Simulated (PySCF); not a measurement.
C₆ coefficients of unlike pairs at wB97X

Calculated with PySCF 2.14 from the dipole response of each species, C₆(A,B) = (3/π) ∫ α_A(iu) α_B(iu) du, in atomic units, from isotropic polarisabilities. For ions this is the dispersion term alone; charge-induced terms of lower order in 1/R come first.

```json
{"species": "N", "configuration": "[He] 2s2 2p3 (4S)", "basis": "aug-cc-pVTZ-DK (5s4p3d2f)", "relativity": "spin-free X2C", "α (bohr³)": "7.629", "C₆ (like pair)": "25.99"}
{"species": "Nb", "configuration": "[Kr] 4d4 5s1 (6D)", "basis": "aug-cc-pVTZ-PP with ECP28MDF (6s6p5d3f2g)", "relativity": "core potential", "α (bohr³)": "116.1", "C₆ (like pair)": "1359"}
{"species": "Mg", "configuration": "[Ne] 3s2 (1S)", "basis": "aug-cc-pCVTZ-DK with one added diffuse shell each of s, p, d, f type (9s8p6d4f)", "relativity": "spin-free X2C", "α (bohr³)": "74.43", "C₆ (like pair)": "667.2"}
```

Task: Estimate C₆ for Mg with Nb.

Result: The integral gives 946.5. The combination rule 2 C_A C_B / (C_A α_B/α_A + C_B α_A/α_B) gives 948.7 and the geometric mean 952.4.

No spin-orbit coupling is included.

The other pairs:

| pair | C₆ |
| --- | --- |
| Nb, N | 157.9 |
| Mg, N | 107.9 |
